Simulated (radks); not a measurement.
Values are calculated unless marked as measured or tabulated.
Trend from Zn3+ to Hg3+: ionisation energy by Delta-SCF between NIST ground configurations, and size. Code: a radial shooting solver on a logarithmic mesh with Libxc functionals. Model: scalar-relativistic Kohn-Sham, LDA (Slater exchange, Perdew-Wang correlation), spin-unpolarised, spherical densities, finite nucleus; Fermi nuclear charge, rms radius of each element as measured or else 0.836 A^(1/3) + 0.57 fm.

species  configuration  IE (eV)  NIST (eV)    kind  r at 0.001 e/bohr^3 (bohr)
Zn3+          [Ar] 3d9   62.156      59.57    exp.                        2.61
Cd3+          [Kr] 4d9   54.286         51  theory                        3.03
Hg3+     [Xe] 4f14 5d9   50.043       48.6    exp.                        3.24

Reference values: NIST Atomic Spectra Database (exp. = measured, semi-emp. = semi-empirical, theory = theoretical value adopted there). Spin polarisation and multiplet splitting are left out, so open shells lie too high by an amount that depends on their filling. Spin-orbit splitting is averaged out at the scalar-relativistic level.

Beside tabulated values, note that spin-unpolarised runs miss the spin-polarisation part of the exchange energy of open shells.
